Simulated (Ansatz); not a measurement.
Reaction (isomerisation): `NCC1O[SiH2]1` → `C[Si]1(N)CO1`

Computed with Ansatz on PBE0-D4/def2-TZVP structures; ΔE is electronic, products minus reactants. CCSD(T)/CBS is the MP2 limit (def2-TZVPP, def2-QZVPP) plus CCSD(T) − MP2 in def2-TZVPP, frozen cores. Functionals use def2-TZVPP. Each species was taken in one conformer, which may not be the lowest.

`NCC1O[SiH2]1`:

Z-matrix (Å, degrees):
```
C
C 1 1.505
N 1 1.452 2 114.6
H 1 1.095 2 109.6 3 121.6
H 1 1.095 2 108.7 3 -122.3
Si 2 1.811 1 125.1 3 -132.8
O 2 1.481 1 113.0 3 -64.6
H 2 1.092 1 114.0 3 62.8
H 3 1.014 1 109.1 2 54.8
H 3 1.014 1 110.4 2 -62.0
H 6 1.480 2 121.6 1 -1.9
H 6 1.480 2 122.9 1 -162.7
```

`C[Si]1(N)CO1`:

```xyz
12

C    -0.945    0.413    1.329
Si    0.010   -0.088   -0.174
N    -0.492    0.837   -1.502
C     1.605   -0.920   -0.120
O     0.347   -1.693   -0.375
H    -2.014    0.232    1.189
H    -0.806    1.473    1.554
H    -0.613   -0.171    2.189
H    -0.139    0.699   -2.433
H    -1.330    1.392   -1.482
H     2.098   -1.226    0.802
H     2.279   -0.947   -0.976
```

Is it downhill or uphill in electronic energy at CCSD(T)/CBS, and by how much? (Estimate.)

The calculation gave: Downhill: ΔE = -179.7 kJ/mol.

What do these levels give: LDA (SPW92), revPBE-D4, BLYP-D4, r2SCANh-D4, r2SCAN0-D4, ωB97M-V, PBE, r2SCAN, RPA@PBE/def2-TZVPP, MP2/def2-TZVPP, CCSD/def2-TZVPP, SCS-MP2/def2-QZVPP? (Best estimate.)

Computed: LDA (SPW92) -165.3, revPBE-D4 -166.2, BLYP-D4 -172.5, r2SCANh-D4 -183.2, r2SCAN0-D4 -184.9, ωB97M-V -182.4, PBE -168.1, r2SCAN -181.7, RPA@PBE/def2-TZVPP -164.6, MP2/def2-TZVPP -182.9, CCSD/def2-TZVPP -178.1, SCS-MP2/def2-QZVPP -180.4 kJ/mol.

Largest T1 diagnostic among the species: 0.013.

At CCSD(T), def2-SVP lies +43.0 kJ/mol from the extrapolated value and def2-TZVPP +3.8 kJ/mol. From BLYP to BHLYP (50 % exact exchange), in def2-TZVPP and without D4, ΔE moves by −10.9 kJ/mol. Leaving LDA and LC-ωPBE aside and taking each functional with its dispersion term where it has one, the values spread over 18.7 kJ/mol, from r2SCAN0-D4 to revPBE-D4.
